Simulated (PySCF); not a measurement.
# Stationary points of HWO2

Method: PBE0/[W def2-TZVP with ECP60, O def2-TZVP, H def2-TZVP], scalar-relativistic core potentials, density fitting, no spin–orbit coupling, PySCF.

Relaxations began from a few typed shapes; open shells are unrestricted. The search is not exhaustive: other isomers or separated fragments can lie lower, and high-lying points may rest on an excited occupation.

(1) Which is the lowest minimum found?
A. doublet C2v: W–H 1.784 Å, W–O 1.704 Å (×2); H–W–O 122.6° (×2), O–W–O 114.9°
B. doublet Cs: W–H 1.734 Å, W–O 1.695 Å (×2); H–W–O 109.2° (×2), O–W–O 110.3°

Results:

(1) B. The others lie at 32.9 (doublet C2v, a saddle point) kJ/mol above it.

For the lowest minimum: open d and f shells are described by one determinant, and the ground state may have another occupation or spin. No spin–orbit coupling is included, which matters more the heavier the element.
